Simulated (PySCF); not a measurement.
Manganese: a sound run and one with changed settings

Sound run: Mn⁺ [Ar] 3d5 4s1, Mn²⁺ [Ar] 3d5. All numbers are calculated (PySCF 2.14, scalar relativity by spin-free X2C-1e, in x2c-SVPall (5s3p3d1f, 36 functions)). In the sound run the correlated levels freeze [Ar]. The sound run starts from symmetry-adapted Hartree-Fock orbitals and uses a fine grid where one is needed.

Changed run: all electrons correlated in a basis built for the valence shell.

| species | method | sound run (hartree) | changed run (hartree) | converged |
| --- | --- | --- | --- | --- |
| Mn⁺ | MP2 | -1157.01870 | -1157.16582 | yes |
| Mn²⁺ | MP2 | -1156.46754 | -1156.60784 | yes |

Ionisation energy of Mn⁺:

```csv
method,sound run (eV),changed run (eV)
UHF,14.800,14.800
MP2,14.998,15.183
SCS-MP2,14.866,15.076
```

A valence basis has no tight correlating functions, so it recovers only part of the core correlation, and not evenly between atom and ion.

For comparison, NIST gives 15.640 eV between the lowest levels.
